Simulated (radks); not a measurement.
Results of a calculation; reference values are marked as such.
Species: Ni XXI. Configuration: [He] 2s2 2p4 (the NIST ground configuration).

Code: a radial shooting solver on a logarithmic mesh with Libxc functionals. Model: non-relativistic Kohn-Sham, PBE, spin-polarised, spherical densities, point nucleus; open shells are filled with parallel spins first.

Energy parts (hartree):
total: -1221.13405
kinetic: 1220.84650
electron-nucleus: -2584.92012
Hartree: 179.52244
exchange-correlation: -36.58287

Orbitals (lengths in bohr, moments of r in powers of bohr; r(max) is where P^2 peaks):
orbital,occ.,eigenvalue (hartree),<r>,r(max),<r^2>
1s up,1,-334.3547,0.05474,0.03613,0.004013
1s down,1,-333.9902,0.05468,0.03611,0.004004
2s up,1,-66.58414,0.2372,0.2022,0.06593
2s down,1,-65.96097,0.2382,0.2027,0.06648
2p up,3,-63.01271,0.2044,0.1602,0.05065
2p down,1,-62.26049,0.2054,0.1608,0.05122
3s up,0,-26.62335,0.5720,0.5435,0.3715
3s down,0,-26.46502,0.5744,0.5457,0.3746
3p up,0,-25.46970,0.5497,0.5185,0.3478
3p down,0,-25.29235,0.5527,0.5213,0.3516

The highest occupied level is 2p down at -1694.2 eV. For comparison, the ionisation energy in NIST's Atomic Spectra Database is 1758 eV (semi-empirical). In exact Kohn-Sham theory the highest level is minus the ionisation energy, but local and semilocal functionals leave it too shallow, through self-interaction and a potential that decays too fast; potentials with the right tail come closer. The spin density at the nucleus is -2.53 e/bohr^3 (1s -10.87, 2s 8.34), a Fermi contact field of -132 T. The electron density at the nucleus is 1.492e+04 e/bohr^3.
